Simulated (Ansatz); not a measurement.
`[AlH2][CH]([AlH2])[GeH3]` and `[AlH2][CH](S)[GeH3]` differ in one atom or group.

Ansatz, PBE0-D4/def2-TZVP geometries, multiplicity 1. Each molecule was computed in one conformer, which needn't be the lowest.

Scalar relativity is left out up to krypton.

| property | `[AlH2][CH]([AlH2])[GeH3]` |
| --- | --- |
| size of the dipole moment (ωB97M-V/def2-TZVPP) / D | 0.74 |
| HOMO energy (ωB97M-V/def2-TZVPP) / eV | -9.97 |
| LUMO energy (ωB97M-V/def2-TZVPP) / eV | -0.42 |
| HOMO energy (PBE0/def2-TZVPP) / eV | -7.84 |
| HOMO–LUMO gap (PBE/def2-TZVPP) / eV | 3.94 |
| LUMO energy (PBE0/def2-TZVPP) / eV | -1.99 |

(1) What does the change do to each property? (An estimate is asked.)

Results:

(1) Computed: 
```csv
property,`[AlH2][CH](S)[GeH3]`,shift
size of the dipole moment (ωB97M-V/def2-TZVPP) / D,1.29,0.55
HOMO energy (ωB97M-V/def2-TZVPP) / eV,-8.97,1.00
LUMO energy (ωB97M-V/def2-TZVPP) / eV,-0.05,0.37
HOMO energy (PBE0/def2-TZVPP) / eV,-6.79,1.05
HOMO–LUMO gap (PBE/def2-TZVPP) / eV,3.19,-0.75
LUMO energy (PBE0/def2-TZVPP) / eV,-1.65,0.34
```

With PBE0 the HOMO rises by 1.05 eV and the LUMO rises by 0.34 eV, so the gap narrows by about 0.71 eV. PBE moves the HOMO by 1.08 eV and ωB97M-V by 1.00 eV. Dipoles are sizes alone; their direction can turn.
